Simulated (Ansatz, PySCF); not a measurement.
This Ansatz (a first-principles code) input computes a CCSD(T)/cc-pVDZ energy:

Ansatz 0.2 input:
```yaml
crystal:
  periodic: [false, false, false]
  atoms:
    - {symbol: B, position_ang: [-0.02219772, 0.00787577, -0.00697393]}
    - {symbol: F, position_ang: [0.37424511, -1.20144413, -0.35675152]}
    - {symbol: F, position_ang: [0.75011071, 0.80252183, 0.70999415]}
    - {symbol: O, position_ang: [-1.25102673, 0.44386524, -0.39303925]}
basis:
  gaussian:
    orbitals: cc-pVDZ
magnetization: {spin_polarized: true, initial_magnetization: 1}
correlation: {method: ccsd_t, electrons: outside_noble_gas}
```

Problem. Write an input for the same energy in PySCF and say what it gives.

Solution. 
```python
from pyscf import gto, scf, mp, cc as ccmod

mol = gto.M(
    atom='''
    B    -0.02219772    0.00787577   -0.00697393
    F     0.37424511   -1.20144413   -0.35675152
    F     0.75011071    0.80252183    0.70999415
    O    -1.25102673    0.44386524   -0.39303925
    ''',
    basis='cc-pvdz',
    charge=0,
    spin=1,
    verbose=4,
)

mf = scf.UHF(mol)
mf.conv_tol = 1e-10
mf.max_cycle = 100
mf.kernel()
mo, _, stable, _ = mf.stability(return_status=True)
if not stable:
    mf.kernel(mf.make_rdm1(mo, mf.mo_occ))
mp2 = mp.MP2(mf, frozen=4).run()
cc = ccmod.CCSD(mf, frozen=4)
cc.max_cycle = 100
cc.kernel()
et = cc.ccsd_t()
print(f'E(CCSD(T)) = {cc.e_tot + et:.9f}')
```
It gives -299.17952 Eh, and Ansatz -299.17951 Eh, a difference of 0.01 mEh.

It need not be the lowest isomer of its formula.
